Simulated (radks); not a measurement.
Q: All-electron atom: the lanthanum anion La- in [Xe] 5d2 6s2. Calculated with a radial shooting solver on a logarithmic mesh with Libxc functionals: scalar-relativistic Kohn-Sham, LDA (Slater exchange, Perdew-Wang correlation), spin-unpolarised, spherical densities, point nucleus; hard spherical wall at 5 bohr. Some entries of the table are withheld. Estimate them.

orbital,occ.,eigenvalue (Ry),<r^2> (bohr^2),<r> (bohr)
1s,2,-2844.120,0.0008550,0.02509
2s,2,-451.8453,0.01364,0.1075
2p,6,-405.0541,0.01085,0.09428
3s,2,-95.69237,0.09318,0.2856
3p,6,-80.74933,0.09316,0.2835
3d,10,-59.22098,0.07982,0.2601
4s,2,-18.37892,0.4838,0.6548
4p,6,-13.51691,0.5475,0.6939
4d,10,-6.48114,(1),0.7690
5s,2,-1.78353,2.802,1.577
5p,6,-0.60167,3.904,1.855
5d,2,0.76811,7.322,2.573
6s,2,0.85737,10.33,3.088
6p,0,1.30748,10.77,3.124
6d,0,2.27665,9.906,2.911
7s,0,(2),(3),2.991

A: 
(1) 4d <r^2> (bohr^2): 0.6862
(2) 7s eigenvalue (Ry): 3.17563
(3) 7s <r^2> (bohr^2): 10.36
